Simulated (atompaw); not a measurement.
## A failed generation for Ar (Z = 18)

Input:

```
Ar 18
GGA-PBE scalarrelativistic loggrid 1500 logderivrange -4 5 226
3 3 0 0 0 0
0 0 0
c
c
v
c
v
1
1.72 1.42 1.72 1.48
y
-1.35
n
y
0.5
n
custom rrkj gramschmidtortho besselshape
bessel
1.72
1.72
1.72
1.72
PWSCFOUT
UPFDX 0.0125d0 UPFXMIN -7.d0 UPFZMESH 18.d0
END
```

```bash
atompaw < Ar.input > Ar.log
```

End of the output:

```
  2  999    3    0   -0.1350000E+01  0.9660501E-01  0.0000000E+00
  3    3    1    1   -0.7548273E+00  0.1000000E+01  0.6000000E+01
  4  999    2    1    0.5000000E+00 -0.1598959E-02  0.0000000E+00

 Eigenvalues of overlap operator (in the basis of projectors):
    1       -3.41132246E-01
    2        3.35774494E-01
    3        2.39110896E+00
    4        1.29769528E+01

The overlap operator has at least one negative eigenvalue!
It might be not positive definite...
Program is stopping.
This probably means that your projectors are too similar
or that your PAW basis is incomplete.
Advice: try to change your input parameters (f.i. : reference energies).
```

Task: Why did it fail, and what change makes it run?

Result: The run stopped because the overlap operator built from these waves and projectors is not positive definite. A run that differs only in the following succeeds: all radii scaled by about 0.84 (s 1.45, p 1.45 bohr); local potential bessel scheme, radius 1.45 bohr; augmentation besselshape compensation charge, radius 1.20 bohr; PAW radius 1.45 bohr; waves and projectors: custom rrkj gramschmidtortho; core correction smooth core density matched at 1.25 bohr. The answer isn't unique; the calculation gave this one.
